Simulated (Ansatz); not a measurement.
Two structures of BNH4Cl2O, closed shell, reached by relaxing down either side of one saddle point (PBE0-D4/def2-TZVP). Energies are electronic, without zero-point energy. Ansatz 0.2.0; basis: def2-TZVPP and def2-QZVPP; cores frozen in the correlated methods. Extrapolation: Hartree–Fock as exp(−7.88 √X), correlation as X^−2.97. First:

```tsv
atom	x (Å)	y (Å)	z (Å)
B1	-0.5106	-0.1634	0.1577
O2	-1.1239	0.7915	-0.6576
Cl3	-0.8016	-1.9388	-0.3164
Cl4	-0.7339	0.0734	1.9895
H5	1.3043	1.0302	0.1650
N6	1.0637	0.0778	-0.0990
H7	-2.0801	0.7632	-0.6054
H8	1.6147	-0.5728	0.4523
H9	1.2675	-0.0609	-1.0859
```

Second:

```tsv
atom	x (Å)	y (Å)	z (Å)
B1	0.1206	-0.7948	0.5175
O2	-1.1341	1.7684	-0.9801
Cl3	-0.9959	-1.7086	-0.5016
Cl4	-0.4996	-0.0156	1.9764
H5	-1.3209	1.8132	-0.0386
N6	1.4600	-0.7188	0.1976
H7	-1.5794	0.9699	-1.2757
H8	2.1129	-0.1843	0.7438
H9	1.8364	-1.1291	-0.6393
```

(1) Which bonds change from the first to the second?

(2) Give the saddle point's structure and its height above each. (Judge from chemistry; the value comes from the calculation.)

T1 diagnostic: at most 0.011.

## Answers

(1) BHCl₂O ([OH][B]([Cl])[Cl]) + NH₃ → BNH₂Cl₂ ([NH2][B]([Cl])[Cl]) + H₂O; bonds formed: O2–H5; dative contacts that become bonds: B1–N6; bonds broken: B1–O2, H5–N6.

(2) The calculation gives: 1.454 eV above the first and 0.710 eV above the second (CCSD(T) at an estimated basis limit (MP2 extrapolated from triple and quadruple zeta, plus CCSD(T) − MP2 in triple zeta)).
```
atom    x (Å)    y (Å)    z (Å)
  B1  -0.3790  -0.4537   0.1410
  O2  -0.9260   0.7915  -0.6591
 Cl3  -0.8168  -1.9894  -0.6992
 Cl4  -0.9301  -0.3241   1.8780
  H5   0.2131   0.9646  -0.5816
  N6   1.0807   0.0085  -0.0607
  H7  -1.4748   1.3632  -0.1102
  H8   1.6004   0.1942   0.7855
  H9   1.6325  -0.5547  -0.6936
```

Labels in which every atom is bracketed show which atoms are joined, not bond orders.

For scale, one of the runs: CCSD(T)/def2-TZVPP, 233 basis functions, launched by `ansatz run in.yaml --threads 4 --pin off --events-out ev --progress --plain --max-ram 9574MiB`. Time: 75 s of wall clock on 4 CPU threads of an Intel Xeon Platinum 8259CL; the host was shared. Peak host memory: 4.1 GiB.
